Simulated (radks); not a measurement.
The numbers below are computed, except where a source is named.
Removal energies from the silicon ion Si6+, [He] 2s2 2p4, by Delta-SCF beside the eigenvalue of the level emptied. Level of theory: scalar-relativistic Kohn-Sham, LDA (Slater exchange, Perdew-Wang correlation), spin-polarised, spherical densities, finite nucleus; Fermi nuclear charge, rms radius of each element as measured or else 0.836 A^(1/3) + 0.57 fm (a radial shooting solver on a logarithmic mesh with Libxc functionals). Open shells are filled with parallel spins first.

| removed from | final configuration | Delta-SCF (eV) | -eigenvalue (eV) |
|---|---|---|---|
| 2p | [He] 2s2 2p3 | 246.04 | 225.76 |
| 2s | [He] 2s1 2p4 | 284.64 | 266.16 |
| 1s | 1s1 2s2 2p4 | 2007.8 | 1936.7 |
